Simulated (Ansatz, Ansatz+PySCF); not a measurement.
```xyz
3

Cl    0.0000    0.0000   -1.9293
Zn    0.0000    0.0000    0.0000
Cl    0.0000    0.0000    1.9293
```

Basis set: def2-SVP (spherical functions). Correlated methods keep 15 orbitals frozen. Charge 0, multiplicity 1.

Computed with Ansatz (development build ahead of 0.2.0); each method stands on the lowest determinant of its kind that the runs found. Restricted open shells among the atoms or ions are ROHF, correlated in semicanonical orbitals with singles.

The atomization energy at this shape (free ground-state atoms in the same class of orbitals less the molecule, no zero-point energy) of singlet ZnCl2:

```csv
method,atomization energy
RHF-CCSD(T),5.33 eV
RHF-CCSD,5.26 eV
RHF-MP2,5.85 eV
UHF-MP2,5.88 eV
UHF,4.27 eV
```

Task: What does RHF give?

Result: 4.49 eV. Caution: the shape is not the minimum.
